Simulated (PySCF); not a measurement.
## Br: ionisation energy

Br [Ar] 3d10 4s2 4p5 (2P) → Br⁺ [Ar] 3d10 4s2 4p4 (3P), as a difference of total energies. Calculation: PySCF 2.14, in aug-cc-pwCVTZ-PP with ECP10MDF (8s7p6d4f1g, 96 functions); scalar relativity through the core potential. Correlated levels: valence: 3s2 3p6 3d10 frozen; valence and next inner shell: nothing frozen outside the core potential. The calculations carry no spin-orbit coupling.

```tsv
method	ionisation energy (eV)
UHF	10.714
LDA	12.032
PBE	11.756
PBE0	11.769
r2SCAN	11.836
MN15	11.532
PW91	11.828
TPSSh	11.785
LC-wPBE	11.824
MP2 (valence)	11.583
SCS-MP2 (valence)	11.585
MP2 (valence and next inner shell)	11.664
SCS-MP2 (valence and next inner shell)	11.640
```

Task: How much does correlation contribute at MP2 (valence and next inner shell)?

Result: 11.664 − (10.714) = 0.950 eV, measured against UHF.

Errors of the correlated levels include the incompleteness of this basis and the frozen core.

For comparison: 11.844 eV (measured; NIST levels, between the centres of gravity of the two terms).
